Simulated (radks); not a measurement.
Spherical quantum dot in the effective-mass picture: electrons in a parabolic well V = omega^2 r^2 / 2 with omega = 3.64, all in effective atomic units (hartree* = m*/eps^2 hartree, bohr* = eps/m* bohr), one dielectric constant everywhere. Calculated with a radial shooting solver with Libxc functionals: non-relativistic Kohn-Sham, LDA (Slater exchange, Perdew-Wang correlation), spin-polarised, spherical densities. Levels are named by radial order and angular momentum (1s, 1p, 1d, 2s, ...), and open shells are averaged over m. Results are scaled to m* = 0.401 and eps = 5.6, for which hartree* = 348 meV and bohr* = 0.739 nm.

N = 24, configuration 1s2 1p6 1d10 2s2 1f(up 4, down 0). This is the lowest configuration that the search found. Occupied and some empty levels:

level    occupation  eigenvalue (meV)  <r> (nm)
1s up             1            9489.4    0.5702
1s down           1            9508.5    0.5659
1p up             3             10240    0.7303
1p down           3             10270    0.7272
1d up             5             11053    0.8472
1d down           5             11089    0.8457
2s up             1             11160    0.7578
2s down           1             11187    0.7594
1f up             4             11921    0.9414
1f down           0             11960    0.9412
2p up             0             12087    0.8569
2p down           0             12114    0.8582
1g up             0             12838     1.022
1g down           0             12877     1.023
2d up             0             13047    0.9479
2d down           0             13074    0.9488

Energy (meV): total 181049, kinetic 34157, external 71869, Hartree 82613, exchange-correlation -7589.9.

Electron density:

r (nm)  n(r) (e/nm^3)
0.118           7.424
0.245           6.345
0.372           5.568
0.499           5.481
0.626           5.568
0.753           5.065
0.880           3.788
1.01            2.240
1.13            1.029
1.26           0.3637
1.39          0.09875
1.51          0.02080
1.64         0.003362
